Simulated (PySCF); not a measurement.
Silylselanylsilane, H6SeSi2.
SMILES: `[SiH3][Se][SiH3]`

Jobs on this species (9 atoms, 68 electrons) with PySCF (density fitting). Hardware of each: an Arm Neoverse V1 with one thread (shared host). Times come from a shared host and carry two figures at best. Peak memory is the resident size of the whole Python process, interpreter and libraries included.

Question: Rank these jobs by wall time, shortest first.
A. delta-SCF UKS B3LYP, pcX-2 on the ionised atom, pcseg-1 elsewhere, spin-free X2C; ΔSCF core ionisation, 2 holes; 135 basis functions
B. delta-SCF UKS SCAN, pcX-1 on the ionised atom, pcseg-1 elsewhere, spin-free X2C; ΔSCF core ionisation, 2 holes; 115 basis functions
C. PBE0-D3(BJ)/def2-SVP, grid level 1; geometry optimisation from a GFN2-xTB start shaken at random; 98 basis functions

Answer: B (6.1 s), A (11 s), C (20 s).

All jobs:

```
                                                                 level and settings                                                          work  basis functions  SCF cycles  wall time  peak memory
     delta-SCF UKS PBE, pcX-2 on the ionised atom, pcseg-1 elsewhere, spin-free X2C                                 ΔSCF core ionisation, 2 holes              135          26      5.2 s     0.42 GiB
    delta-SCF UKS SCAN, pcX-1 on the ionised atom, pcseg-1 elsewhere, spin-free X2C                                 ΔSCF core ionisation, 2 holes              115          26      6.1 s     0.42 GiB
      delta-SCF UKS HF, pcX-2 on the ionised atom, pcseg-1 elsewhere, spin-free X2C                                 ΔSCF core ionisation, 2 holes              135          24      7.0 s     0.42 GiB
delta-SCF UKS SCAN, def2-TZVP on the ionised atom, pcseg-1 elsewhere, spin-free X2C                                 ΔSCF core ionisation, 2 holes              112          26      7.0 s     0.42 GiB
 delta-SCF UKS SCAN, pcX-2 on the ionised atom, pcseg-1 elsewhere, non-relativistic                                 ΔSCF core ionisation, 2 holes              135          26      7.3 s     0.42 GiB
    delta-SCF UKS SCAN, pcX-2 on the ionised atom, pcseg-1 elsewhere, spin-free X2C                                 ΔSCF core ionisation, 2 holes              135          26      7.6 s     0.41 GiB
    delta-SCF UKS PBE0, pcX-2 on the ionised atom, pcseg-1 elsewhere, spin-free X2C                                 ΔSCF core ionisation, 2 holes              135          23       10 s     0.42 GiB
   delta-SCF UKS B3LYP, pcX-2 on the ionised atom, pcseg-1 elsewhere, spin-free X2C                                 ΔSCF core ionisation, 2 holes              135          24       11 s     0.42 GiB
                                                 PBE0-D3(BJ)/def2-SVP, grid level 1  geometry optimisation from a GFN2-xTB start shaken at random               98          30       20 s     0.40 GiB
```

Question: What do all jobs in the table cost together?

Answer: About 81 s; the longest takes about 25 % of that, and about 3.8 times as long as the shortest.
